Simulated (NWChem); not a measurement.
**Correlation energy of germanium monotelluride (GeTe)**

```xyz
2

Ge     0.0000     0.0000     1.4649
Te     0.0000     0.0000    -0.9015
```
Charge 0, spin multiplicity 1.

All runs are NWChem calculations. All single points use one geometry, from B3LYP/def2-SVP with def2 effective core potentials on Te, a minimum by its harmonic frequencies.

Basis set: def2-TZVP. Each correlation energy counts from its own Hartree-Fock reference.

| method | correlation energy (mHa) | difference from CCSD(T) |
|---|---|---|
| MP2 | -681.0 | -3.0 |
| SCS-MP2 | -609.8 | +68.2 |
| CR-CCSD[T] | -672.5 | +5.5 |
| CR-CCSD(T) | -670.9 | +7.1 |
| CCSD | -651.9 | +26.1 |
| CCSD+T(CCSD) | -680.2 | -2.2 |
| CCSD(T) | -678.0 | 0.0 |

The values span 71.3 mHa, from MP2 (lowest) to SCS-MP2 (highest). 

Effective core potentials replace the inner electrons of Te; spin-orbit coupling is left out. The correlated methods keep 13 core orbitals frozen. Coupled-cluster values serve here as a point of comparison, not as the truth.
